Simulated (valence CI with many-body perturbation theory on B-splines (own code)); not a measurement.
**Sensitivity of CI+MBPT for Tl⁷⁵⁺**

Calculated by configuration interaction combined with many-body perturbation theory (CI+MBPT): four valence electrons over a frozen Dirac-Fock core [He], a basis of 6 s, 6 p, 5 d, 3 f, 1 g functions for each j, with the one-electron correlation potential Σ1 (screened to all orders), the two-electron term Σ2, the three-electron term Σ3, Breit, model QED; selected single and double excitations, second order for the rest, scaled by the run's own slope (own B-spline code, finite nucleus).

No measured spectrum was set against this ion. As an estimate, large intervals hold to a few tenths of a per cent, small ones and those within an open d or f shell to about a per cent.

The reference run has the lowest level (2s^2 2p1/2^2) J=0 and an ionisation energy of 22786.9 eV. Its largest variational space holds 7449 state functions.

Levels are named by their leading jj configuration (3d3/2^4 stands for four electrons in 3d with j = 3/2), which in mixed levels can hold well under half, so a name can repeat and another be missing. Letters in brackets count levels of one name in rising energy.

Changed runs:
A. scale of Σ1 1 → 0; scale of Σ2 1 → 0; three-electron term on → off; Breit term on → off
B. lowest core n in screening and Σ2 1 → 2; shift of the energy in Σ1 (hartree) 0 → -52.008
C. scale of Σ1 1 → -1 (bad on purpose)

Excitation energies of the reference run in eV, and shifts in cm⁻¹:

```
                     Level  Reference        A      C
    (2s^2 2p1/2 2p3/2) J=1     2156.1  +246640  -4691
    (2s^2 2p1/2 2p3/2) J=2     2174.2  +334620  -4690
    (2s 2p1/2^2 2p3/2) J=2     2508.4  +104635  +1870
    (2s 2p1/2^2 2p3/2) J=1     2607.9   +71075  +1866
        (2s^2 2p3/2^2) J=2     4361.6  +517508  -9321
        (2s^2 2p3/2^2) J=0     4433.6  +420449  -9341
(2s 2p1/2 2p3/2^2) J=2 [a]     4632.9  +319816  -2816
    (2s 2p1/2 2p3/2^2) J=3     4679.0  +457906  -2807
    (2s 2p1/2 2p3/2^2) J=0     4753.9  +245473  -2844
(2s 2p1/2 2p3/2^2) J=1 [a]     4779.5  +308548  -2815
(2s 2p1/2 2p3/2^2) J=2 [b]     4787.5  +392064  -2817
(2s 2p1/2 2p3/2^2) J=1 [b]     4792.8  +300418  -2830
    Ionisation energy (eV)    22786.9    +54.8   -1.2
```

Run B: It gave no result: the setting left no core shell for the response of the core. The program said: "need at least one array to concatenate".
